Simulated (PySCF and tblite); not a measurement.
Values are calculated unless marked as measured or tabulated.
2 E/Z isomers of C4H5FO2, numbered alike:

| isomer | SMILES | descriptors |
| --- | --- | --- |
| A | [CH3:1][O:2][C:3](=[O:4])/[CH:5]=[CH:6]/[F:7] | 5=6 E |
| B | [CH3:1][O:2][C:3](=[O:4])/[CH:5]=[CH:6]\[F:7] | 5=6 Z |

Each isomer is a Boltzmann average at 298.15 K over at most 6 conformers: GFN2-xTB geometries, energies TPSS/def2-TZVP (D3(BJ) added where defined), GFN2-xTB thermal terms. Programs: PySCF with density fitting and tblite.

Problem. Rank the isomers by free energy at 298.15 K.

Solution. 
```
isomer  ΔG (kcal/mol)  ΔE, lowest conformer  conformers  largest weight %  rms dipole (D)
     A            0.0                   0.0           2                62            1.83
     B            2.8                   2.7           2                62            2.31
```

The minima are those of GFN2-xTB; planar forms about aryl–S or allylic bonds may be saddles in DFT.
